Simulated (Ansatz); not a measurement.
The cluster GeC₂⁺, relaxed as a quartet with UKS r2SCAN-D4/def2-TZVP in Ansatz, starting from the r2SCAN-D4/def2-TZVP geometry of the charge +1 doublet. Force threshold 0.02 eV/Å.

The relaxation made no stability test and no search for a lower SCF solution. At r2SCAN-D4/def2-TZVP a doublet of charge 1 lies 2.55 eV below the quartet, each at its own geometry. Another isomer (doublet) lies 0.02 eV lower at PBE-D4/def2-TZVP.

Start:

Cartesian coordinates in Å:
```
Ge 0.4247 1.4862 0.5758
C -0.0586 -0.1853 -0.0735
C -0.3662 -1.3009 -0.5023
```

```tsv
step	energy (eV)	largest force component (eV/Å)	SCF passes
1	-58574.4913	4.267	21
2	-58574.7815	0.698	115
3	-58574.8029	0.121	45
4	-58574.8040	0.068	45
5	-58574.8041	0.002	65
```

Force components are those of the run's own axes.

End:

```tsv
atom	x (Å)	y (Å)	z (Å)
Ge1	0.4474	1.5741	0.6091
C2	-0.0562	-0.1969	-0.0762
C3	-0.3913	-1.3772	-0.5329
```

By distances, no bond broke or formed. The bond that changes most is Ge1–C2, from 1.86 to 1.96 Å (atoms count from 1).

No frequencies were taken in this run, so the end may be a saddle point.

Run time 7.5 s (4 threads of AMD EPYC 9R45 on a shared host).
